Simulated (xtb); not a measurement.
Be(Br)(SH) (BeBrHS), SMILES [SH][Be][Br]. All values are semi-empirical tight-binding results from xtb (GFN2-xTB unless named), good for trends rather than for accurate numbers. Geometry optimised at GFN2-xTB. Other conformers were not sampled.

For metal compounds this method's bond lengths and energies can be far off.

Task: Estimate the properties. (An estimate is asked for; the answer gives what the named calculation found.)

Result: 
```yaml
point_group_as_xtb_finds_it: Cs
orbital_gap: 4.57 eV
zero_point_energy: 6.6 kcal/mol
G − E(el) at 298.15 K (modified RRHO): -11.0 kcal/mol
```
